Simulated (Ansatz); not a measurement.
H$_{2}$OSZn (`[OH][Zn][SH]`) from Hartree–Fock to CCSD(T)

```
atom   x (Å)   y (Å)   z (Å)
  O1  -0.788   0.822  -1.493
 Zn2   0.188   0.124  -0.187
  S3   1.449  -0.788   1.295
  H4  -1.367   1.543  -1.240
  H5   0.519  -1.701   1.626
```

The species carries charge 0 and has multiplicity 1. For Zn the d shell is correlated and the shells below it are frozen. Scalar relativity is left out up to krypton. The structure was optimised at the PBE0-D4/def2-TZVP level. It is one conformer, not always the lowest. Frozen core, restricted reference, Ansatz.

| basis | HF (Eh) | MP2 corr. |
| --- | --- | --- |
| def2-SVP | -2250.97402 | -0.62286 |
| def2-TZVPP | -2251.46118 | -0.93052 |
| def2-QZVPP | -2251.51955 | -1.00363 |

Task: Estimate the CCSD correlation energy and the (T) correction in each basis where they were run (hartree).

Result: 
```
     basis  CCSD corr.       (T)
  def2-SVP    -0.62198  -0.01537
def2-TZVPP    -0.90074  -0.03209
def2-QZVPP    -0.96539  -0.03905
```
